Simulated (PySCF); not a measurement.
**Si4H8O3**

Si4H8O3 is a molecule, neutral, singlet. The structure, one conformer, was relaxed in the gas phase by PBE0-D3(BJ)/def2-SVP. No frequency run checks that it is a minimum.

SMILES: [SiH3][SiH]1O[SiH2]O[SiH2]O1

```xyz
15

O     0.769    0.345   -1.209
Si    2.166    0.444   -0.312
O     1.958   -0.503    1.039
Si    0.689   -1.431    1.581
O    -0.543   -1.287    0.473
Si   -0.702   -0.391   -0.927
Si   -2.332    1.254   -0.592
H     3.303   -0.075   -1.115
H     2.392    1.852    0.106
H     1.112   -2.852    1.667
H     0.233   -0.918    2.899
H    -0.999   -1.314   -2.058
H    -3.652    0.625   -0.278
H    -1.922    2.122    0.555
H    -2.483    2.104   -1.814
```
Atom numbers follow the order of the file, from 1.

Shieldings: GIAO PBE0/pcSseg-1. Shifts are against computed references at the same level: H TMS (σ 31.27 ppm), Si TMS (σ 352.0 ppm). Core levels by delta-SCF with SCAN, pcX-2 on the ionised atom and pcseg-1 elsewhere, spin-free X2C (2p3/2 is the spin-free 2p value less a third of a first-order spin-orbit splitting); from the vacuum level, for chosen atoms.

Give the NMR and core-level values of the distinct atoms.


```
      atoms         bonded to  σ (ppm)  δ (ppm)  core level (eV)
      O1 O5              2 Si    241.3        -        1s 537.93
    Si2 Si4         2 O + 2 H    385.1    -33.1     2p3/2 108.18
         O3              2 Si    250.0        -        1s 538.07
        Si6  2 O + 1 Si + 1 H    358.1     -6.1     2p3/2 107.83
        Si7        1 Si + 3 H    461.6   -109.6     2p3/2 106.58
     H8 H10              1 Si    26.05     5.22                -
         H9              1 Si    26.03     5.24                -
        H11              1 Si    26.04     5.23                -
        H12              1 Si    25.46     5.81                -
H13 H14 H15              1 Si    27.84     3.43                -
```

Values are those of this one static structure, with the three H of a rotating XH3 group averaged; atoms that internal rotation interchanges would show their mean in an NMR spectrum.

Which of Si2, Si6, Si7 holds its core electrons tightest, and by how much against the loosest?

Si2 (bonded to 2 O + 2 H), by 1.59 eV over Si7 (bonded to 1 Si + 3 H).

By CAM-B3LYP/def2-SVPD (TDDFT singlets, Tamm-Dancoff triplets, ionisation by delta-SCF), where does absorption start, and what does vertical ionisation take?

The lowest singlet lies at 6.58 eV (f 0.011), the strongest of the first 6 at 7.85 eV (f 0.072), the lowest triplet at 5.90 eV; vertical ionisation takes 9.81 eV.
